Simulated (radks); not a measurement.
Values are calculated unless marked as measured or tabulated.
The nuclear charge of the tin ion Sn2+ is varied continuously with 48 electrons held in [Kr] 4d10 5s2. Code: a radial shooting solver on a logarithmic mesh with Libxc functionals. Model: Dirac Kohn-Sham, PBEsol, spin-unpolarised, spherical densities, point nucleus. By the Hellmann-Feynman theorem dE/dZ = E(electron-nucleus)/Z, the electronic potential at the nucleus.

Z = 49.6: E (hartree) -6056.43591; E(electron-nucleus)/Z (hartree) -295.967; HOMO 5s1/2; e(HOMO) (eV) -21.479; <r> HOMO (bohr) 2.302
Z = 49.8: E (hartree) -6115.79414; E(electron-nucleus)/Z (hartree) -297.616; HOMO 5s1/2; e(HOMO) (eV) -23.784; <r> HOMO (bohr) 2.254
Z = 50: E (hartree) -6175.48220; E(electron-nucleus)/Z (hartree) -299.265; HOMO 5s1/2; e(HOMO) (eV) -26.155; <r> HOMO (bohr) 2.208
Z = 50.2: E (hartree) -6235.50026; E(electron-nucleus)/Z (hartree) -300.916; HOMO 5s1/2; e(HOMO) (eV) -28.592; <r> HOMO (bohr) 2.165
Z = 50.4: E (hartree) -6295.84853; E(electron-nucleus)/Z (hartree) -302.567; HOMO 5s1/2; e(HOMO) (eV) -31.093; <r> HOMO (bohr) 2.125
Z = 50.6: E (hartree) -6356.52719; E(electron-nucleus)/Z (hartree) -304.220; HOMO 5s1/2; e(HOMO) (eV) -33.657; <r> HOMO (bohr) 2.086
Z = 50.8: E (hartree) -6417.53647; E(electron-nucleus)/Z (hartree) -305.873; HOMO 5s1/2; e(HOMO) (eV) -36.283; <r> HOMO (bohr) 2.050
Z = 51: E (hartree) -6478.87660; E(electron-nucleus)/Z (hartree) -307.528; HOMO 5s1/2; e(HOMO) (eV) -38.970; <r> HOMO (bohr) 2.015

The central difference of E at Z = 50 is -299.265 hartree, to compare with the third column; the second derivative is -8.25 hartree.
